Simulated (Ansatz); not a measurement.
Ansatz (a program for electronic structure) input (CCSD(T)/def2-SVPD):

Ansatz 0.2 input:
```yaml
crystal:
  periodic: [false, false, false]
  atoms:
    - {symbol: In, position_ang: [0.03171659, 0.00673677, 0.01266736]}
    - {symbol: H, position_ang: [-0.49704265, -1.67086301, -0.21062757]}
    - {symbol: H, position_ang: [-1.05707047, 1.34076124, -0.41007300]}
basis:
  gaussian:
    orbitals: def2-SVPD
magnetization: {spin_polarized: true, initial_magnetization: 1}
correlation: {method: ccsd_t, electrons: outside_noble_gas}
```

End of the output:

```
integrals: 0.03 GiB planned
584 factors; integrals over basis functions are off by at most 2.4e-4 eV
mean field: 0.11 GiB planned
mean field evaluation 1: about -5178.2312 eV, gradient 5.8e0 eV
mean field evaluation 2: about -5178.2382 eV, gradient 5.8e0 eV
mean field evaluation 4: about -5178.8210 eV, gradient 8.8e-1 eV
mean field evaluation 8: about -5178.8410 eV, gradient 9.0e-2 eV
mean field evaluation 16: about -5178.7156 eV, gradient 2.2e0 eV
mean field evaluation 32: about -5176.9263 eV, gradient 4.0e-2 eV
mean field -5178.84138695 eV, -190.3189106255 hartree, gradient 1.8e-6 eV, S^2 0.758650; 1 other end points of the search recorded, 0 dependent functions left out
determinant -5178.84138695 eV, -190.3189106255 hartree, with singles and doubles -5180.83956542 eV, -190.3923423299 hartree
determinant -5176.92641141 eV, -190.2485365724 hartree, with singles and doubles -5179.12930725 eV, -190.3294915015 hartree
9 core orbitals not correlated
reference -5178.84138695 eV, -190.3189106255 hartree; 3, 2 occupied and 36, 37 virtual orbitals, 584 factors
second order -1.47153443 eV of doubles, -0.00000000 eV of singles
coupled cluster: 0.11 GiB planned
cycle   1  -1.97709684 eV  change   -8.3e-2 eV  update   1.7e-2
cycle   2  -1.98233697 eV  change   -5.2e-3 eV  update   6.4e-3
cycle   3  -1.98590175 eV  change   -3.6e-3 eV  update   2.1e-3
cycle   4  -1.98675945 eV  change   -8.6e-4 eV  update   6.5e-4
cycle   5  -1.98698191 eV  change   -2.2e-4 eV  update   2.7e-4
cycle   6  -1.98705776 eV  change   -7.6e-5 eV  update   1.1e-4
cycle   7  -1.98707672 eV  change   -1.9e-5 eV  update   3.6e-5
cycle   8  -1.98707631 eV  change    4.0e-7 eV  update   1.3e-5
cycle   9  -1.98707501 eV  change    1.3e-6 eV  update   4.1e-6
perturbative correction -0.03226571 eV, -0.0011857430 hartree
Total energy: -5180.86072767 eV, -190.3931200284 hartree
```
